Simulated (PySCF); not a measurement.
**From computed data to an observable: dipole moment from atomic charges**

Ge(Cl)3(SiH3) (Cl₃GeH₃Si), SMILES [Cl][Ge]([Cl])([SiH3])[Cl]. Atoms are numbered in the order given.

```xyz
8

Si     0.0000     0.0000     2.3741
Ge     0.0000     0.0000    -0.0156
Cl     1.7493     1.0100    -0.8079
Cl    -1.7493     1.0100    -0.8079
Cl     0.0000    -2.0200    -0.8079
H      1.2278    -0.7089     2.8211
H     -1.2278    -0.7089     2.8211
H      0.0000     1.4178     2.8211
```

Geometry optimised at B3LYP-D3(BJ)/def2-SVP.

Charges (e) from M06-2X/def2-TZVP run with PySCF:

```json
[
 {"atom": "Si1", "Mulliken": "0.107", "IAO": "0.357"},
 {"atom": "Ge2", "Mulliken": "0.656", "IAO": "0.860"},
 {"atom": "Cl3", "Mulliken": "-0.272", "IAO": "-0.319"},
 {"atom": "Cl4", "Mulliken": "-0.273", "IAO": "-0.319"},
 {"atom": "Cl5", "Mulliken": "-0.272", "IAO": "-0.319"},
 {"atom": "H6", "Mulliken": "0.018", "IAO": "-0.087"},
 {"atom": "H7", "Mulliken": "0.018", "IAO": "-0.087"},
 {"atom": "H8", "Mulliken": "0.018", "IAO": "-0.087"}
]
```

The dipole moment of the full density is 3.06 D.

Problem. What dipole moment does each set of point charges give, and which comes closer to that of the density?

Solution. 
μ = Σ q r, and 1 e Å = 4.8032 D.
Mulliken: Σ q r = (0.002, -0.001, 1.056) e Å, |μ| = 5.07 D.
IAO: Σ q r = (0.000, 0.000, 0.871) e Å, |μ| = 4.18 D.
IAO comes closer in size. Point charges leave out the atoms' own dipoles (lone pairs, polarised bonds); fits to the potential absorb them, partitions of the density don't.
